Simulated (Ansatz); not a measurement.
Geometry optimisation, Ansatz 0.2.0, UKS PBE-D4/def2-SVP.

input.yaml

```yaml
crystal:
  periodic: [false, false, false]
  atoms:
    - { symbol: Si, position_ang: [-0.206389, 0.618145, -0.364014] }
    - { symbol: H, position_ang: [-0.980812, -1.84484, 0.504743] }
    - { symbol: F, position_ang: [-1.022111, -0.301094, -1.414448] }
    - { symbol: F, position_ang: [-1.261286, 1.076401, 0.768766] }
    - { symbol: F, position_ang: [0.279926, 1.951779, -1.140214] }
    - { symbol: H, position_ang: [-0.632241, -1.798556, 1.118644] }
    - { symbol: S, position_ang: [1.516873, -0.383034, 0.427283] }
    - { symbol: H, position_ang: [2.305941, 0.681099, 0.09914] }
magnetization:
  spin_polarized: true
basis:
  gaussian: { orbitals: def2-SVP }
hamiltonian:
  xc: pbe
  dispersion: d4
relax:
  f_tol: 0.03
  max_steps: 50
```

Command:

```bash
$ ansatz run input.yaml --threads 2 --pin off --max-ram 3072MiB --backend cpu --events-out ev --progress --plain --runs-dir out
```

Problem. Where does it end, and by what steps?

Solution. The forces met the threshold. After 6 steps the energy has fallen by 0.134 eV; H6 moved furthest, 0.48 Å.

```json
{"step": "0", "energy less start (eV)": "0.0000", "largest force component (eV/Å)": "2.201", "accepted": "yes"}
{"step": "1", "energy less start (eV)": "-0.1198", "largest force component (eV/Å)": "0.138", "accepted": "yes"}
{"step": "2", "energy less start (eV)": "-0.1310", "largest force component (eV/Å)": "0.190", "accepted": "yes"}
{"step": "3", "energy less start (eV)": "-0.1323", "largest force component (eV/Å)": "0.038", "accepted": "yes"}
{"step": "4", "energy less start (eV)": "-0.1331", "largest force component (eV/Å)": "0.031", "accepted": "yes"}
{"step": "5", "energy less start (eV)": "-0.1334", "largest force component (eV/Å)": "0.055", "accepted": "yes"}
{"step": "6", "energy less start (eV)": "-0.1335", "largest force component (eV/Å)": "0.026", "accepted": "yes"}
```

```xyz
8
Properties=species:S:1:pos:R:3
Si -0.120 0.704 -0.382
H -1.088 -2.159 0.515
F -0.954 -0.284 -1.353
F -1.140 1.167 0.781
F 0.291 2.024 -1.223
H -0.978 -2.085 1.273
S 1.626 -0.234 0.357
H 2.363 0.866 0.031
```

Whether the end is a true minimum wasn't checked by a vibrational analysis.

The run took 20 s on 2 threads of Arm Neoverse V1 (shared host), peak memory 0.15 GiB.
